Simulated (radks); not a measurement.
Polarisability of the thallium ion Tl3+, [Xe] 4f14 5d10, at imaginary frequency. Method: non-relativistic Kohn-Sham, LDA (Slater exchange, Perdew-Wang correlation), spin-polarised, spherical densities, point nucleus; relativity is left out, which matters for an element this heavy; computed with a radial shooting solver on a logarithmic mesh with Libxc functionals. Response by self-consistent Sternheimer equations with the Hartree and adiabatic LDA kernel.

w (hartree),alpha1(iw) (bohr^3),alpha2(iw) (bohr^5)
0.00266,4.855,15.75
0.0143,4.854,15.75
0.0360,4.851,15.72
0.0697,4.840,15.63
0.118,4.813,15.42
0.186,4.754,14.96
0.280,4.635,14.14
0.413,4.415,12.86
0.605,4.041,11.15
0.892,3.469,9.174
1.35,2.699,7.052
2.12,1.805,4.829
3.59,0.9637,2.678
6.94,0.3783,1.020
17.5,0.09568,0.2016

Static values: alpha1 = 4.855 bohr^3 (0.7194 angstrom^3; uncoupled 7.580), alpha2 = 15.76 bohr^5, alpha3 = 69.05 bohr^7. C6 = 27.87, C8 = 393.8, triple-dipole C9 = 95.02 atomic units. One-pole (London) frequency 4 C6 / (3 alpha1^2) = 1.577 hartree, against 1.678 for minus the highest occupied eigenvalue. The dipole shielding factor is 0.963, as the force sum rule N/Z = 0.963 demands.
